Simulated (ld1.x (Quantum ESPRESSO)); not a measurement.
**Plane-wave convergence, TM potential for Ta (Z = 73)**

- Element: Ta
- Generator: ld1.x (Quantum ESPRESSO) 7.5
- Type: norm-conserving Troullier–Martins (Kleinman–Bylander form)
- Functional: PBE
- Relativity: scalar-relativistic
- Frozen core: [Xe] 4f14
- Valence charge: 5
- Reference configuration: 5d3 6s1.75 6p0.25
- Partial waves: 6s (bound): rc 2.70 bohr; 6p (bound): rc 3.95 bohr; 5d (bound): rc 2.35 bohr
- Local potential: all-electron potential smoothed inside 3.75 bohr (lloc = -2)
- Core correction: none

The pseudo-atom Hamiltonian at the reference potential is diagonalised in spherical Bessel functions j_l(qr) that vanish at 20 bohr, with q² up to the cutoff. All-electron valence levels (Ry): 6s -0.4191, 6p -0.1168, 5d -0.2891.

Problem. How do the lowest levels (Ry) of each channel move with the cutoff, and are there ghosts?

Solution.

```csv
cutoff (Ry),s #1,s #2,p #1,d #1,d #2,f #1,Σ f·Δε (mRy)
8,-0.4159,-0.0135,-0.1167,-0.0380,0.0574,0.0941,759.0
10,-0.4168,-0.0137,-0.1168,-0.1009,0.0501,0.0941,568.6
15,-0.4188,-0.0139,-0.1168,-0.2229,0.0450,0.0941,199.5
18,-0.4190,-0.0140,-0.1168,-0.2684,0.0440,0.0941,62.5
21,-0.4190,-0.0140,-0.1168,-0.2812,0.0437,0.0941,23.9
25,-0.4190,-0.0140,-0.1168,-0.2867,0.0436,0.0941,7.6
35,-0.4191,-0.0140,-0.1168,-0.2891,0.0436,0.0941,0.2
40,-0.4191,-0.0140,-0.1168,-0.2891,0.0436,0.0941,0.2
400,-0.4191,-0.0140,-0.1168,-0.2891,0.0436,0.0941,0.0
```

Result: no extra level below or beside the all-electron valence levels (s, p, d, f tested); 10 mRy is reached at 25 Ry and 1 mRy at 30 Ry.
